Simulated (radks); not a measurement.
Spherical quantum dot in the effective-mass picture: electrons in a parabolic well V = omega^2 r^2 / 2 with omega = 0.531, all in effective atomic units (hartree* = m*/eps^2 hartree, bohr* = eps/m* bohr), one dielectric constant everywhere. Method: non-relativistic Kohn-Sham, LDA (Slater exchange, Perdew-Wang correlation), spin-polarised, spherical densities; computed with a radial shooting solver with Libxc functionals. Levels are named by radial order and angular momentum (1s, 1p, 1d, 2s, ...), and open shells are averaged over m.

N = 10, configuration 1s2 1p6 1d(up 2, down 0). This is the lowest configuration that the search found. Occupied and some empty levels:

level,occupation,eigenvalue (hartree*),<r> (bohr*)
1s up,1,4.1925,2.199
1s down,1,4.2151,2.170
1p up,3,4.4599,2.706
1p down,3,4.4894,2.695
1d up,2,4.7723,3.073
1d down,0,4.8041,3.074
2s up,0,4.8632,2.663
2s down,0,4.8828,2.679
1f up,0,5.1201,3.374
1f down,0,5.1516,3.382
2p up,0,5.2395,3.041
2p down,0,5.2594,3.049

Energy (hartree*): total 28.9254, kinetic 4.0582, external 11.079, Hartree 16.791, exchange-correlation -3.0031.

Electron density:

r (bohr*),n(r) (e/bohr*^3)
0.253,0.04296
0.676,0.05001
1.10,0.06012
1.52,0.06828
1.94,0.06961
2.37,0.06182
2.79,0.04663
3.21,0.02918
3.63,0.01490
4.06,0.006108
4.48,0.002000
4.90,0.0005248
5.33,0.0001097
